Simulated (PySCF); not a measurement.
Compound: C2H8B2FN.
SMILES with atom numbers: `[CH3:1][C@@H:2]([BH:3][NH2:4])[BH:5][F:6]` (hydrogens: H7, H8, H9 on C1; H10 on C2; H11 on B3; H12, H13 on N4; H14 on B5)

Geometry (PBE0-D3(BJ)/def2-SVP, Å), atoms numbered from 1 in this order:
```xyz
14
C2H8B2FN angstrom
C     -1.2531    1.3536   -0.2100
C     -0.2981    0.1882   -0.4572
B      1.0170    0.2334    0.4528
N      1.9664   -0.7846    0.4176
B     -0.8575   -1.2246   -0.1734
F     -0.2968   -2.2822   -0.7718
H     -0.7556    2.3266   -0.3431
H     -1.6447    1.3313    0.8191
H     -2.1213    1.3300   -0.8871
H      0.0982    0.1890   -1.4918
H      1.2090    1.1632    1.2079
H      1.8758   -1.6096   -0.1648
H      2.8125   -0.7629    0.9704
H     -1.7432   -1.4732    0.6184
```

The calculation used PBE0-D3(BJ)/def2-SVP geometry optimisation, gas phase (PySCF 2.14.0).

Take the most abundant isotopes and a rigid rotor. The values belong to one conformer with, in the numbering `[CH3:1][C@@H:2]([BH:3][NH2:4])[BH:5][F:6]`, C1–C2–B3–N4 176°, C1–C2–B5–F6 157°.

Q: What are A, B and C (MHz)?

A: Ia = 129.98, Ib = 162.96, Ic = 273.82 u·Å²; 505379 MHz·u·Å²/I gives A = 3888, B = 3101, C = 1846 MHz.

Q: Classify the top.

A: An asymmetric top; Ray's κ = 0.229.

Q: What does the inertial defect say?

A: Not planar: Δ = Ic − Ia − Ib = -19.11 u·Å². For a rigid frame Δ = −2 Σ m c², so Σ m c² = 9.56 u·Å² lies off the ab plane: 6.17 from hydrogen and 3.39 from heavier atoms. The atom farthest from that plane is 1.45 Å away.

Q: Give the other two planar moments, Paa and Pbb, and the rms extents of the mass along the axes.

A: Paa = Σ m a² = (Ib + Ic − Ia)/2 = 153.40 and Pbb = Σ m b² = (Ia + Ic − Ib)/2 = 120.42 u·Å². With the mass M = 87.08 u, the rms extents √(P/M) along a, b and c are 1.33, 1.18, 0.33 Å.

Q: Predict some low-J microwave lines.

A: The dipole components are |μa| = 0.88 D, |μb| = 1.12 D, |μc| = 0.41 D. Intensities carry the squares of the components, which stand as 0.61 : 1.00 : 0.14 (a : b : c). Some of the stronger lines:

```tsv
type	branch	J(Ka,Kc)	MHz	lower level (cm⁻¹)
a	Q	5(4,1) ← 5(4,2)	898	3.304
c	Q	3(2,2) ← 3(1,2)	1193	1.139
a	Q	1(1,0) ← 1(1,1)	1256	0.191
c	Q	4(3,2) ← 4(2,2)	2950	2.020
b	Q	3(2,1) ← 3(1,2)	3989	1.139
c	Q	3(3,1) ← 3(2,1)	4659	1.272
b	Q	4(4,1) ← 4(3,2)	9217	2.119
b	Q	5(2,3) ← 5(1,4)	10061	2.587
b	Q	5(1,4) ← 5(0,5)	14198	2.113
b	Q	5(2,4) ← 5(1,5)	14297	2.113
c	R	2(2,1) ← 1(1,1)	14766	0.191
a	R	4(1,4) ← 3(1,3)	16345	0.899
b	R	4(1,3) ← 3(2,2)	18757	1.179
a	R	4(2,3) ← 3(2,2)	19161	1.179
a	R	4(2,2) ← 3(2,1)	22428	1.272
a	R	5(1,4) ← 4(1,3)	23446	1.805
b	R	5(2,3) ← 4(3,2)	24090	2.119
c	R	4(1,3) ← 3(0,3)	27213	0.897
c	R	5(2,3) ← 4(1,3)	33507	1.805
c	R	5(4,2) ← 4(3,2)	35542	2.119
```

Q: Estimate the classical rotational partition function at 25 K, 50 K and 298.15 K.

A: Point group C1, symmetry number σ = 1; q = (√π/σ)·√((kT/h)³/(ABC)), k/h = 20836.6 MHz/K: 4470 at 25 K, 12600 at 50 K, 184000 at 298.15 K.

Stationary, but not proved a minimum. Zero-point vibration and centrifugal distortion are left out. A rigid rotor knows nothing of internal rotation, which can split or shift real lines. Quadrupole hyperfine structure (11B, 14N) is left out.
